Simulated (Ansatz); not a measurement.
Reaction (formal exchange of groups at the Si–C bond): `C=C[SiH2]CN` + `COC(C)C` → `CO[SiH2]CN` + `C=CC(C)C`

Computed with Ansatz on PBE0-D4/def2-TZVP structures; ΔE is electronic, products minus reactants. CCSD(T)/CBS adds triple-zeta CCSD(T) − MP2 to the extrapolated MP2 energy (def2 sets, frozen cores). Functionals use def2-TZVPP. One conformer a species, not always the lowest.

`C=C[SiH2]CN`:

Z-matrix (Å, degrees):
```
Si
C 1 1.862
C 1 1.891 2 110.8
H 1 1.492 2 108.0 3 -123.2
H 1 1.493 2 109.4 3 118.2
C 2 1.331 1 123.2 3 117.6
H 2 1.090 1 119.2 3 -62.1
N 3 1.467 1 114.7 2 59.8
H 3 1.095 1 109.7 2 -62.6
H 3 1.095 1 109.6 2 -177.7
H 6 1.087 2 121.6 1 0.9
H 6 1.087 2 122.3 1 -179.4
H 8 1.013 3 110.6 1 -61.8
H 8 1.013 3 110.6 1 56.3
```

`COC(C)C`:

```xyz
15

C     0.122   -1.557    1.303
O     0.395   -1.064    0.023
C    -0.286    0.134   -0.301
C     0.267    1.328    0.457
C    -0.160    0.309   -1.798
H     0.527   -0.919    2.099
H    -0.960   -1.670    1.468
H     0.591   -2.539    1.379
H    -1.350    0.009   -0.041
H    -0.262    2.239    0.167
H     1.328    1.458    0.230
H     0.158    1.214    1.537
H    -0.696    1.200   -2.128
H     0.892    0.416   -2.075
H    -0.566   -0.559   -2.320
```

`CO[SiH2]CN`:

```xyz
14

C     0.846   -1.856   -0.567
O     1.392   -0.898    0.315
Si    0.493    0.199    1.136
C    -0.308    1.478    0.019
N    -1.343    0.858   -0.807
H     1.664   -2.468   -0.951
H     0.135   -2.511   -0.049
H     0.329   -1.377   -1.404
H     1.420    0.863    2.085
H    -0.603   -0.496    1.881
H    -0.651    2.331    0.630
H     0.479    1.869   -0.635
H    -1.775    1.534   -1.425
H    -2.079    0.474   -0.228
```

`C=CC(C)C`:

Z-matrix (Å, degrees):
```
C
C 1 1.499
C 1 1.518 2 113.9
C 1 1.528 2 109.9 3 -125.4
H 1 1.100 2 106.5 3 119.0
C 2 1.326 1 127.0 3 1.6
H 2 1.089 1 114.6 3 -179.3
H 3 1.092 1 111.7 2 57.8
H 3 1.094 1 111.0 2 -62.7
H 3 1.092 1 110.4 2 177.9
H 4 1.093 1 111.4 2 -54.4
H 4 1.094 1 110.5 2 65.4
H 4 1.093 1 110.9 2 -174.7
H 6 1.084 2 121.1 1 179.4
H 6 1.084 2 122.2 1 -0.7
```

(1) Is it downhill or uphill in electronic energy at CCSD(T)/CBS, and by how much? (An estimate is asked.)

(2) What do these levels give: ωB97X-V, B2PLYP, PBE, PBE0, SCS-MP2/def2-TZVPP, CCSD(T)/def2-TZVPP? (An estimate is asked.)

Largest T1 diagnostic among the species: 0.011.

## Answers

(1) The calculation gave: Downhill: ΔE = -128.5 kJ/mol.

(2) The calculation gave: ωB97X-V -124.5, B2PLYP -127.2, PBE -111.9, PBE0 -119.4, SCS-MP2/def2-TZVPP -132.8, CCSD(T)/def2-TZVPP -126.8 kJ/mol.

From PBE to PBE0 (25 % exact exchange), in def2-TZVPP and without D4, ΔE moves by −7.4 kJ/mol.
